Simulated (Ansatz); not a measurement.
Ansatz (a program for electronic structure) input (CCSD(T)/def2-SVP):

Ansatz 0.2 input:
```yaml
crystal:
  periodic: [false, false, false]
  atoms:
    - {symbol: La, position_ang: [0.27970784, 0.03648198, -0.04906368]}
    - {symbol: F, position_ang: [-1.23843632, 1.13600453, -0.92472141]}
    - {symbol: F, position_ang: [-0.53304669, -1.36705710, 1.23545805]}
basis:
  gaussian:
    orbitals: def2-SVP
total_charge: 1
magnetization: {spin_polarized: false}
correlation: {method: ccsd_t, electrons: outside_noble_gas}
```

Output:

```
Functional definition: HF
integrals: 0.03 GiB planned
563 factors; integrals over basis functions are off by at most 4.5e-4 eV
mean field: 0.11 GiB planned
mean field evaluation 1: about -6241.0091 eV, gradient 8.4e1 eV
mean field evaluation 2: about -6241.0143 eV, gradient 8.4e1 eV
mean field evaluation 4: about -6253.3954 eV, gradient 3.2e0 eV
mean field evaluation 8: about -6253.4117 eV, gradient 1.3e-1 eV
mean field evaluation 16: about -6253.4024 eV, gradient 5.0e-1 eV
mean field -6253.41178321 eV, -229.8086443181 hartree, gradient 7.3e-6 eV, S^2 0.000000; 0 other end points of the search recorded, 0 dependent functions left out
6 core orbitals not correlated, not the lowest: weight in the atoms' cores, before any rotation towards them, 0.826 or more for the frozen orbitals, at most 0.138 for the correlated occupied ones
reference -6253.41178321 eV, -229.8086443181 hartree; 8, 8 occupied and 46, 46 virtual orbitals, 563 factors
second order -11.71290508 eV of doubles, -0.00000000 eV of singles
coupled cluster: 0.10 GiB planned
cycle   1  -11.15747951 eV  change    5.6e-1 eV  update   1.3e-1
cycle   2  -11.49595807 eV  change   -3.4e-1 eV  update   5.5e-2
cycle   3  -11.56770530 eV  change   -7.2e-2 eV  update   2.1e-2
cycle   4  -11.56855947 eV  change   -8.5e-4 eV  update   5.6e-3
cycle   5  -11.56136899 eV  change    7.2e-3 eV  update   1.5e-3
cycle   6  -11.56065945 eV  change    7.1e-4 eV  update   6.2e-4
cycle   7  -11.56108835 eV  change   -4.3e-4 eV  update   2.2e-4
cycle   8  -11.56108901 eV  change   -6.6e-7 eV  update   6.8e-5
cycle   9  -11.56107640 eV  change    1.3e-5 eV  update   2.4e-5
cycle  10  -11.56109718 eV  change   -2.1e-5 eV  update   9.1e-6
cycle  11  -11.56109287 eV  change    4.3e-6 eV  update   3.1e-6
perturbative correction -0.22749990 eV, -0.0083604670 hartree
Total energy: -6265.20037598 eV, -230.2418671118 hartree
```

The spin state was set by rule; other spins were not relaxed.
